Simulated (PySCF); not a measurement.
Compound: C₄H₁₅NSi₂.
SMILES with atom numbers: `[CH3:1][C:2]([CH3:3])([CH3:4])[SiH2:5][SiH2:6][NH2:7]` (hydrogens: H8, H9, H10 on C1; H11, H12, H13 on C3; H14, H15, H16 on C4; H17, H18 on Si5; H19, H20 on Si6; H21, H22 on N7)

Geometry (PBE0-D3(BJ)/def2-SVP, Å), atoms numbered from 1 in this order:
```xyz
22
C4H15NSi2 angstrom
C     -1.0687   -0.5061   -1.1427
C     -0.8400    0.2149    0.1884
C     -1.0129   -0.7660    1.3517
C     -1.8330    1.3716    0.3308
Si     0.9398    0.9174    0.2306
Si     2.5703   -0.7716    0.1768
N      4.1010   -0.0218   -0.1720
H     -0.9358    0.1705   -2.0023
H     -0.3812   -1.3559   -1.2751
H     -2.0987   -0.9024   -1.1908
H     -0.3254   -1.6245    1.2735
H     -0.8361   -0.2830    2.3263
H     -2.0409   -1.1701    1.3642
H     -2.8703    0.9915    0.3074
H     -1.7306    2.1027   -0.4869
H     -1.6995    1.9106    1.2824
H      1.1263    1.7360    1.4734
H      1.1450    1.8310   -0.9440
H      2.6892   -1.4409    1.5110
H      2.1366   -1.8540   -0.7803
H      4.9458   -0.5810   -0.1139
H      4.1567    0.6130   -0.9612
```

Linear response at B3LYP/def2-SVPD (PySCF, frozen core in the response, non-relativistic).

Static isotropic polarisability: 117.63 au (17.43 Å³), principal values 104.3, 111.8, 136.8 au.

**Question.** What is the polarisability at 1064 nm and at the sodium D line?

**Answer.** 118.80 au at 1064 nm (+1.0 %), 121.57 au at 589.3 nm (+3.3 %). The rise at 589.3 nm is 3.37 times that at 1064 nm; a pure ω² law gives 3.26. The lowest singlet lies at 222 nm, shorter than both wavelengths.

**Question.** What is the isotropic C6 coefficient between two such molecules, C6 = (3/π)∫α(iω)² dω?

**Answer.** 5110 au (Eh·bohr⁶) by a ten-point quadrature over imaginary frequencies, which is 3050 eV·Å⁶ or 295 J·nm⁶/mol.

**Question.** Which effective excitation energy ω̄ makes London's formula C6 = (3/4)α²ω̄ exact here?

**Answer.** ω̄ = 4·C6/(3α²) = 0.492 Eh = 13.4 eV. A one-pole form α(ω) = α/(1 − ω²/ω̄²) fitted to the 1064 nm value gives 11.8 eV. London's choice of the ionisation energy (8.86 eV, ΔSCF at the same level) gives C6 = 3380 au, 34 % too low.

**Question.** What molar refraction at the D line follows from R = (4π/3)·N_A·α′, with α′ the polarisability volume?

**Answer.** α′ = 18.01 Å³ gives R = 45.44 cm³/mol, for isolated, non-vibrating species.

**Question.** What n − 1 at the D line would an ideal gas of it have at 273.15 K and 1 atm (2.6868 × 10¹⁹ cm⁻³), by n − 1 = 2π·N·α′?

**Answer.** 30.41 × 10⁻⁴, a formal value whether or not that pressure can be reached.

**Question.** How anisotropic is the static polarisability, by Δα² = ½[(α1 − α2)² + (α2 − α3)² + (α3 − α1)²]?

**Answer.** Δα = 29.5 au, or 0.25 of the isotropic value.

**Question.** The lowest 10 singlets have (eV, f): 5.57, 0.005; 6.37, 0.018; 6.44, 0.008; 6.73, 0.034; 6.78, 0.018; 6.94, 0.085; 7.00, 0.026; 7.29, 0.016; 7.35, 0.054; 7.44, 0.021. What share of the static polarisability do they carry in the sum over states α = Σ f/ω²?

**Answer.** 4.37 au, 3.7 % of α; the largest term, 1.31 au, is that of the state at 6.94 eV. Their oscillator strengths add up to 0.28. Higher states carry the rest.

One conformer stands for the species.
